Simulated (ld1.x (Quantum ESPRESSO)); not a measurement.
holmium (Ho), TM: configuration errors across variants

ld1.x (Quantum ESPRESSO) 7.5 input, shortened:

```
&input
   title='Ho', zed=67., rel=2, dft='PBE', iswitch=3,
   config='[Xe] 4f10 5d1 6s1 6p1', rel_dist='average'
 /
 &inputp
   pseudotype=2, tm=.true., lloc=1,
   nlcc=.true., rcore=2.50
 /
3
6S  1  0   1.00   0.00  2.40  2.40  0.0
5D  3  2   1.00   0.00  3.35  3.35  0.0
6P  2  1   1.00   0.00  3.15  3.15  0.0
 &test
   configts(1)='5d1 6s1 6p1'
 /
```

Open shells are filled in proportion to 2j + 1 (rel_dist='average').

All-electron excitation energies from the reference (eV): (1) 5d1 6s2 6p0 -3.077; (2) 5d1 6s1 6p0 3.866; (3) 5d1 6s0 6p0 16.462; (4) 5d1 6s1.5 6p0 -0.272; (5) 5d1 6s0 6p1 7.694; (6) 5d2 6s0 6p0 5.557; (7) 5d2 6s1 6p0 -0.795.

4 further variants failed, have other tests or another functional or relativity, and are left out.

A true bound ghost makes a file unfit for plane-wave use even where its test errors are small: the radial tests pick states by their node count and pass the ghost by.

Errors AE − PS in meV (a dash: test not solved or not reliable):

```tsv
change	(1)	(2)	(3)	(4)	(5)	(6)	(7)	bound ghosts
base	+10	+29	+28	+24	+2.3	+4.8	-47	s
wave 6p (bound): rc 3.15 bohr becomes 6p (bound): rc 4.84 bohr	+7.3	+8.7	-13	+6.9	-0.5	-19	-39	none
wave 5d (bound): rc 3.35 bohr becomes 5d (bound): rc 2.64 bohr	+10	+29	+30	+24	+3.0	-15	-57	s
```

(1) Give the same row for: all radii but the core radius scaled by about 0.87 (s 2.08, p 2.74, d 2.90 bohr).

Results:

(1) +38, +71, +111, +53, +19, +57, -20; bound ghosts: s.
